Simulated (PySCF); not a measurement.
## Nonlinear optical response: `O=C/C=C([SiH3])\C=C/[O-]`, [C5H7O2Si]-, charge -1

Cartesian coordinates in Å; atom numbers follow the order of the lines, from 1:
```xyz
15

O     2.873   -2.235    0.332
C     2.175   -1.257    0.085
C     0.743   -1.228    0.014
C    -0.025   -0.107   -0.265
Si   -1.936   -0.306   -0.293
C     0.416    1.209   -0.533
C    -0.583    2.157   -0.778
O    -1.810    1.890   -0.770
H     2.674   -0.268   -0.108
H     0.243   -2.185    0.201
H    -2.039   -1.805    0.026
H    -2.727    0.258    0.853
H    -2.653   -0.278   -1.615
H     1.467    1.509   -0.555
H    -0.277    3.207   -0.993
```

Total charge -1.

Computed with quadratic response CAM-B3LYP/aug-cc-pVDZ first hyperpolarisability, Taylor convention, gas phase in PySCF. Geometry: PBE0-D3(BJ)/def2-SVP.

For a gas-phase anion, states above the detachment energy (about 2.8 eV, taken as minus the energy of the highest occupied orbital) lie in the continuum and depend on the basis.

(1) Give β for the processes computed.

(2) Which lowest excitations and polarisabilities go with it?

## Answers

(1) In au, Taylor convention; the vector part is βᵢ = ⅓ Σⱼ (βᵢⱼⱼ + βⱼᵢⱼ + βⱼⱼᵢ):
| process | λ (nm) | β vector norm | β HRS | depolarisation ratio |
| --- | --- | --- | --- | --- |
| static β(0;0,0) | ∞ | 48.6 | 77.1 | 1.60 |
| second harmonic β(−2ω;ω,ω) | 1907 | 29.0 | 94.3 | 1.53 |
| Pockels β(−ω;ω,0) | 1907 | 34.9 | – | – |
| second harmonic β(−2ω;ω,ω) | 1064 | 309.3 | 219.0 | 2.22 |
| Pockels β(−ω;ω,0) | 1064 | 32.2 | – | – |

(2) S1 3.49 eV (f = 0.394); S2 3.67 eV (f = 0.006); S3 3.91 eV (f = 0.001); isotropic α 126.9 au static, 128.2 au at 1907 nm, 131.3 au at 1064 nm, 132.5 au at 953.5 nm, 152.3 au at 532 nm.
